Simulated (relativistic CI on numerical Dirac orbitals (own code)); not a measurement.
# K VIII: q coefficients and field-shift factors

Computed by Dirac-Coulomb-Breit CI, separate exchange-only KLI orbitals for each configuration, derivatives by finite differences, unscaled Slater integrals, QED left out (own radial code, finite nucleus).

CI space (outside the closed core [Ne]): 3s2, 3s 3p, 3p2, 3s 3d, 3d2, 3p 3d, 3p 4s, 3s 4s. Levels of other configurations are missing.

With x = (α/α₀)² − 1 an excitation energy changes as ω = ω₀ + qx; K = 2q/ω₀ is the relative enhancement. Terms are leading LS components, so labels can repeat. The field-shift factor is F = δν/δ⟨r²⟩ for the transition from the lowest level.

Lowest level 3s2 1S_0.

```
      Level  ω₀ (cm⁻¹)  q (cm⁻¹)  F (GHz/fm²)
3s 3p 3P°_0     126776      1336        -2.78
3s 3p 3P°_1     127879      2411        -2.78
3s 3p 3P°_2     130216      4809        -2.78
3s 3p 1P°_1     196012      4032        -2.92
   3p2 1D_2     299588      6619        -5.08
   3p2 3P_0     305379      5016         -5.8
   3p2 3P_1     306699      6513         -5.8
   3p2 3P_2     309198      9203        -5.78
   3p2 1S_0     362162      7933         -5.6
 3s 3d 3D_1     370293      4903        -2.49
 3s 3d 3D_2     370355      4965        -2.49
 3s 3d 3D_3     370458      5066        -2.49
 3s 3d 1D_2     429691      5822        -3.28
3p 3d 3F°_2     504473      6867        -5.52
3p 3d 3F°_3     505899      8415        -5.52
3p 3d 3F°_4     507628     10210        -5.52
3p 3d 1D°_2     511534      9193        -5.52
3p 3d 3P°_2     538531      7750        -5.49
3p 3d 3P°_1     539477      8382        -5.49
3p 3d 3P°_0     540546     10040        -5.48
3p 3d 3D°_1     541796      9392        -5.49
3p 3d 3D°_2     542255      9651        -5.49
3p 3d 3D°_3     542400      9475         -5.5
```

At this charge configurations can still be misplaced by up to about 7 % of their energy.

(1) Which transition from the lowest level has the largest |K|?

## Answers

(1) 3s 3p 3P°_2 at 130216 cm⁻¹, K = 0.0739.
